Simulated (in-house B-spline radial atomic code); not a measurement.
# Ionising Co+ with different functionals

Computed with a radial B-spline atomic code at the basis-set limit: non-relativistic Hamiltonian, point nucleus, spin-polarised at highest spin, spherical fractional occupations for the functionals, and exact exchange of hybrids averaged over the configuration. The ionisation energy is the difference of two self-consistent energies, [Ar] 3d8 → [Ar] 3d7, without Breit or QED terms; ε is the level of the shell that loses the electron (its least bound occupied spin orbital).

```json
{"method": "PBE0", "rung": "global hybrid", "ΔSCF (eV)": "17.42", "-ε(3d) (eV)": "13.17"}
{"method": "B3LYP", "rung": "global hybrid", "ΔSCF (eV)": "17.81", "-ε(3d) (eV)": "13.05"}
{"method": "TPSSh", "rung": "global hybrid", "ΔSCF (eV)": "17.58", "-ε(3d) (eV)": "11.81"}
{"method": "M06-2X", "rung": "global hybrid", "ΔSCF (eV)": "?", "-ε(3d) (eV)": "?"}
{"method": "BHandHLYP", "rung": "global hybrid", "ΔSCF (eV)": "?", "-ε(3d) (eV)": "?"}
{"method": "r2SCAN0", "rung": "global hybrid", "ΔSCF (eV)": "17.12", "-ε(3d) (eV)": "12.92"}
{"method": "B97-1", "rung": "global hybrid", "ΔSCF (eV)": "17.55", "-ε(3d) (eV)": "12.87"}
{"method": "HSE06", "rung": "range-separated hybrid", "ΔSCF (eV)": "17.44", "-ε(3d) (eV)": "12.78"}
{"method": "wB97X", "rung": "range-separated hybrid", "ΔSCF (eV)": "17.52", "-ε(3d) (eV)": "15.87"}
{"method": "CAM-B3LYP", "rung": "range-separated hybrid", "ΔSCF (eV)": "17.76", "-ε(3d) (eV)": "14.94"}
{"method": "LC-wPBE", "rung": "range-separated hybrid", "ΔSCF (eV)": "17.79", "-ε(3d) (eV)": "16.11"}
```

(1) What does BHandHLYP give?

(2) What does M06-2X give?

(3) Among the functionals, which spreads more, the ΔSCF values or the orbital energies?

(4) How do they compare with the NIST value?

Results:

(1) ΔSCF 16.85 eV, and -ε(3d) = 15.16 eV.

(2) ΔSCF 17.04 eV, and -ε(3d) = 15.76 eV.

(3) The orbital energies: ΔSCF values span about 0.96 eV and the orbital energies 4.29 eV; here energy differences depend much less on the functional than eigenvalues do.

(4) NIST lists 17.084 eV ± 0.0012 (measured, ground level to ground level). Errors run from -0.23 to +0.73 eV; r2SCAN0 is closest (+0.03 eV), but part of that can be cancellation, since the calculations leave out relativity, Breit-QED terms, multiplet and fine-structure energies.
